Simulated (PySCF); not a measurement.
C₆ coefficients of unlike pairs at UHF

Calculated with PySCF 2.14 from the dipole response of each species, C₆(A,B) = (3/π) ∫ α_A(iu) α_B(iu) du, in atomic units, from isotropic polarisabilities. For ions this is the dispersion term alone; charge-induced terms of lower order in 1/R come first.

```
species           configuration                                                                                              basis      relativity  α (bohr³)  C₆ (like pair)
   Ta³⁺      [Xe] 4f14 5d2 (3F)  aug-cc-pVTZ-PP with one added diffuse shell each of s, p, d, f, g type with ECP60MDF (7s7p6d4f3g)  core potential      6.923           31.33
    Mn⁺       [Ar] 3d5 4s1 (7S)                                                                         aug-cc-pVQZ (9s8p6d4f3g2h)            none      40.59           225.0
    I³⁺  [Kr] 4d10 5s2 5p2 (3P)                                                                         aug-cc-pVTZ-DK3 (8s7p5d2f)   spin-free X2C      10.55           56.92
    F²⁺       [He] 2s2 2p3 (4S)                                                                        aug-cc-pVQZ-DK (6s5p4d3f2g)   spin-free X2C      1.268           1.555
```

Estimate C₆ for F²⁺ with Ta³⁺.

The integral gives 6.876. The combination rule 2 C_A C_B / (C_A α_B/α_A + C_B α_A/α_B) gives 6.849 and the geometric mean 6.981.

No spin-orbit coupling is included.

The other pairs:

```
     pair     C₆
 F²⁺, I³⁺  8.886
 F²⁺, Mn⁺  13.74
 I³⁺, Mn⁺  97.99
Mn⁺, Ta³⁺  68.12
I³⁺, Ta³⁺  41.61
```
